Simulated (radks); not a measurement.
Task: The table gives one normalised radial function P(r) = r R(r) of Bi in [Hg] 6p(up 1.5, down 1.5) (r in bohr). Method: non-relativistic Kohn-Sham, PBE, spin-polarised, spherical densities, point nucleus; relativity is left out, which matters for an element this heavy; computed with a radial shooting solver on a logarithmic mesh with Libxc functionals.

r	P
0.0006063	0.0001
0.0008282	0.0002
0.001122	0.0004
0.001533	0.0008
0.002095	0.0014
0.002839	0.0026
0.003879	0.0046
0.005299	0.0081
0.007182	0.0137
0.009811	0.0229
0.0134	0.0365
0.01817	0.0542
0.02482	0.0743
0.0339	0.0885
0.04595	0.0821
0.06277	0.0386
0.08576	-0.0420
0.1162	-0.1152
0.1588	-0.1056
0.2169	0.0263
0.294	0.1665
0.4016	0.1311
0.5487	-0.1042
0.7436	-0.2827
1.016	-0.1693
1.388	0.1898
1.881	0.5163
2.57	0.6355
3.511	0.5221
4.758	0.3088
6.5	0.1273
8.88	0.0337

Which n and l does it have? It may be an empty orbital.

Result: n = 6, l = 1: the number of nodes gives n - l - 1 = 4, the rise at small r (about r^(l+1)) gives l, and the extent must fit the shell. The curve is that of 6p. 6p: eigenvalue -4.739 eV, 4 radial nodes at r = 0.0738, 0.207, 0.485, 1.19 bohr, <r> = 3.11 bohr, 90 % of the charge inside 4.69 bohr.
